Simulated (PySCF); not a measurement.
C4H5Br, SMILES BrCC=C=C.

Coordinates come from a r2SCAN-D4/def2-SVP optimisation. The values are those of a single conformer.

Two levels are set side by side: PBE/def2-TZVP (PySCF) and HF/def2-TZVP (PySCF). Same geometry, gas phase. Differences are taken from unrounded values.

| quantity | HF | PBE | PBE minus HF |
|---|---|---|---|
| orbital gap (eV) | 13.00 | 4.60 | -8.40 |
| highest occupied level (eV) | -10.08 | -6.41 | 3.67 |
| lowest empty level (eV) | 2.91 | -1.81 | -4.72 |
| dipole moment (D) | 2.45 | 2.13 | -0.31 |
| mean polarisability (bohr³) | 71.7 | 75.0 | 3.4 |

Without exact exchange PBE keeps part of each electron's self-repulsion, which lifts occupied levels and narrows the gap. PBE's more diffuse valence density responds more strongly to a field. Differences between two approximate levels are no errors against the true value.

Rough cost on one machine, each run with all the roots and properties that it gave: HF against PBE about 1/3.
